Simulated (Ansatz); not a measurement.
One change: `B[SiH2]Br` becomes `[SeH][SiH2]Br`.

Ansatz, PBE0-D4/def2-TZVP geometries, multiplicity 1. Each molecule was computed in one conformer, which needn't be the lowest.

Scalar relativity is left out up to krypton.

```csv
property,`B[SiH2]Br`
HOMO energy (PBE/def2-TZVPP) / eV,-6.81
size of the dipole moment (B3LYP/def2-TZVPP) / D,1.65
LUMO energy (B3LYP/def2-TZVPP) / eV,-3.00
LUMO energy (PBE/def2-TZVPP) / eV,-3.81
zero-point energy (PBE0-D4/def2-TZVP) / kJ/mol,98.4
HOMO energy (ωB97M-V/def2-TZVPP) / eV,-10.20
```

(1) Give the same properties after the change, and the shifts. (An estimate is asked.)

## Answers

(1) Ansatz gave: 
| property | `[SeH][SiH2]Br` | shift |
| --- | --- | --- |
| HOMO energy (PBE/def2-TZVPP) / eV | -6.30 | 0.51 |
| size of the dipole moment (B3LYP/def2-TZVPP) / D | 1.02 | -0.63 |
| LUMO energy (B3LYP/def2-TZVPP) / eV | -0.81 | 2.19 |
| LUMO energy (PBE/def2-TZVPP) / eV | -1.45 | 2.36 |
| zero-point energy (PBE0-D4/def2-TZVP) / kJ/mol | 69.9 | -28.5 |
| HOMO energy (ωB97M-V/def2-TZVPP) / eV | -9.58 | 0.62 |

With PBE0 the HOMO rises by 0.60 eV and the LUMO rises by 2.22 eV, so the gap widens by about 1.62 eV. PBE moves the HOMO by 0.51 eV and ωB97M-V by 0.62 eV. The zero-point energy changes by -28.5 kJ/mol with -3 modes. Dipoles are sizes alone; their direction can turn.

B3LYP here is the variant with VWN-RPA as its local correlation; programs differ in this.

Spin–orbit coupling is left out; it splits and shifts lone-pair levels of the heavy atoms by tenths of an eV.
